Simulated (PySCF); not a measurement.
Si(NMe2)(SH) (C₂H₇NSSi), SMILES [Si](S)N(C)C (connectivity only; charge and spin as stated), neutral, multiplicity 1.

Coordinates come from a TPSSh-D3(BJ)/def2-SVP optimisation. The structure was generated by enumeration; whether it is a known compound was not checked. One conformer was computed; it need not be the lowest.

The numbers are results of PySCF with TDA-PBE/def2-SVPD, not measurements.

Vertical excitations. Gas-phase values at a fixed geometry. State labels are in the subgroup Cs.

```csv
state,symmetry,energy (eV),λ (nm),f,main pairs
S1,A",4.36,285,0.037,HOMO→LUMO 95 %
S2,A',4.57,272,0.101,HOMO−1→LUMO 84 %
S3,A',5.25,236,0.006,HOMO→LUMO+2 98 %
S4,A",5.35,232,0.001,HOMO−1→LUMO+1 97 %
S5,A",5.40,229,0.017,HOMO−1→LUMO+2 97 %
S6,A',5.52,224,0.101,HOMO−2→LUMO 73 %
S7,A',5.69,218,0.119,"HOMO→LUMO+3 52 %, HOMO→LUMO+1 37 %"
S8,A",6.04,205,0.017,HOMO−1→LUMO+3 99 %
S9,A',6.17,201,0.303,"HOMO→LUMO+3 42 %, HOMO→LUMO+1 26 %, HOMO→LUMO+5 12 %, HOMO−2→LUMO 6 %"
S10,A",6.36,195,0.000,"HOMO−3→LUMO 51 %, HOMO−2→LUMO+1 43 %"
T1,A",2.89,430,0,HOMO→LUMO 99 %
T2,A',3.38,367,0,HOMO−1→LUMO 98 %
T3,A',4.34,285,0,HOMO−2→LUMO 97 %
T4,A',4.53,274,0,HOMO→LUMO+1 94 %
```
Triplets are in the Tamm–Dancoff approximation.
